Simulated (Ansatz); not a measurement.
BF2, SMILES `F[B-]F` (excited triplet) (charge -1, multiplicity 3). This triplet is an excited state, 2.03 eV above the relaxed singlet at the level frozen-core CCSD(T)/aug-cc-pVTZ // B3LYP-D3(BJ)/def2-TZVPD (Ansatz, a quantum-chemistry and plane-wave program).

These are B3LYP/aug-cc-pVTZ // B3LYP-D3(BJ)/def2-TZVPD (Ansatz) values and carry that method's errors.

Ansatz 0.2 input:
```yaml
crystal:
  periodic: [false, false, false]
  atoms:
    - { symbol: F, position_ang: [-1.188837, -0.24733, 0.000005] }
    - { symbol: B, position_ang: [-0.000347, 0.492961, -0.000001] }
    - { symbol: F, position_ang: [1.189184, -0.245631, -0.000004] }
basis:
  gaussian: { orbitals: aug-cc-pVTZ }
hamiltonian:
  xc: b3lyp
total_charge: -1
magnetization:
  spin_polarized: true
  initial_magnetization: 2
```

Output:

```
Functional definition: B3LYP
647 factors; their error is unknown
mean field evaluation 1: about -6108.6112 eV, gradient 3.2e1 eV
mean field evaluation 2: about -6105.2014 eV, gradient 5.3e1 eV
mean field evaluation 4: about -6112.8268 eV, gradient 2.2e0 eV
mean field evaluation 8: about -6112.8606 eV, gradient 3.7e-2 eV
mean field evaluation 16: about -6112.8559 eV, gradient 2.0e-4 eV
mean field evaluation 32: about -6112.2354 eV, gradient 1.1e-2 eV
mean field evaluation 64: about -6111.9491 eV, gradient 2.4e-1 eV
mean field evaluation 96: about -6112.7951 eV, gradient 6.4e-1 eV
mean field -6112.85592235 eV, -224.6433117037 hartree, gradient 1.6e-5 eV, S^2 2.002078; 8 other end points of the search recorded, 0 dependent functions left out
reference -6112.85612790 eV, -224.6433192576 hartree; 13, 11 occupied and 125, 127 virtual orbitals, 647 factors
Total energy: -6112.85612790 eV, -224.6433192576 hartree
```
